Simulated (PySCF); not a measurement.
## Diatomics of Br with group 12

PBE0 with double-zeta basis sets in PySCF, for the lowest determinant that a PBE0 search found; no spin–orbit coupling. De refers to high-spin ground-configuration atoms. A positive dipole means M(−)Br(+).

```csv
M,basis,state (unpaired electrons),Re (Å),ωe (cm⁻¹),De (eV),μ (D)
Zn,pcseg-1,doublet (σ ↑),2.315,275,1.91,-3.47
Cd,cc-pVDZ-PP,doublet (σ ↑),2.499,219,1.63,-3.16
Hg,cc-pVDZ-PP,doublet (σ ↑),2.564,170,0.86,-2.56
```

The shortest bond is that of ZnBr (2.315 Å), the longest that of HgBr (2.564 Å). ZnBr is bound most strongly (1.91 eV) and HgBr least (0.86 eV).

The rows differ in basis set, which adds steps of its own.

Relativity is treated differently too: Zn no relativity; Cd scalar-relativistic core potentials; Hg scalar-relativistic core potentials.

Down a group bonds as a rule get longer and wavenumbers fall, partly through the reduced mass; this series shows no clear exception.

Spin–orbit coupling is left out, which matters for elements this heavy, above all for dissociation energies. States were picked by a PBE0 search and need not be the measured ground states.
